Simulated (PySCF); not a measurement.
Excitation energy of Cr⁺ by level of theory

Cr⁺ [Ar] 3d5 (6S) → Cr⁺ [Ar] 3d4 4p1 (high-spin determinant), as a difference of total energies. Computed with PySCF 2.14 in def2-QZVPPD (11s6p5d3f2g, 93 functions), with no relativity, point nucleus. Correlated levels: valence and next inner shell: [Ne] frozen. The calculations carry no spin-orbit coupling.

| method | excitation energy (cm⁻¹) |
| --- | --- |
| UHF | 40567 |
| MP2 (valence and next inner shell) | 51000 |
| SCS-MP2 (valence and next inner shell) | 46693 |
| CCSD (valence and next inner shell) | 47926 |
| CCSD(T) (valence and next inner shell) | 48258 |

The determinant of the upper state mixes LS terms, which raises its energy above the lowest term, most at the Hartree-Fock and MP2 levels.
